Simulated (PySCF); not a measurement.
Ge(H)(F)2(Et) (C2H6F2Ge), SMILES [F][GeH]([F])[CH2]C.

Coordinates come from a ωB97X-D3(BJ)/def2-SVP optimisation. Other conformers were not sampled.

Two levels are set side by side: TDDFT-PBE/def2-SVPD (PySCF) and TDDFT-CAM-B3LYP/def2-SVPD (PySCF). Vertical, same geometry. The lowest singlet is HOMO→LUMO 95 % with PBE and HOMO→LUMO+1 95 % with the other functional; states are paired by order. Differences are taken from unrounded values.

```json
[
 {"quantity": "lowest singlet excitation (eV)", "TDDFT-CAM-B3LYP": "8.02"},
 {"quantity": "lowest triplet excitation (TDA) (eV)", "TDDFT-CAM-B3LYP": "7.63"},
 {"quantity": "first bright state (f over 0.05) (eV)", "TDDFT-CAM-B3LYP": "9.20"},
 {"quantity": "its oscillator strength", "TDDFT-CAM-B3LYP": "0.43"}
]
```

What does TDDFT-PBE give, and how far is it from TDDFT-CAM-B3LYP? (Estimate from the structure and the level; the computed values follow.)


| quantity | TDDFT-PBE | TDDFT-PBE minus TDDFT-CAM-B3LYP |
|---|---|---|
| lowest singlet excitation (eV) | 7.16 | -0.85 |
| lowest triplet excitation (TDA) (eV) | 6.76 | -0.86 |
| first bright state (f over 0.05) (eV) | 8.14 | -1.05 |
| its oscillator strength | 0.22 | -0.20 |

Functionals without exact exchange tend to place singlet excitations lower, as here. Differences between two approximate levels are no errors against the true value.

Rough cost on one machine, each run with all the roots and properties that it gave: TDDFT-CAM-B3LYP against TDDFT-PBE about 10 times.
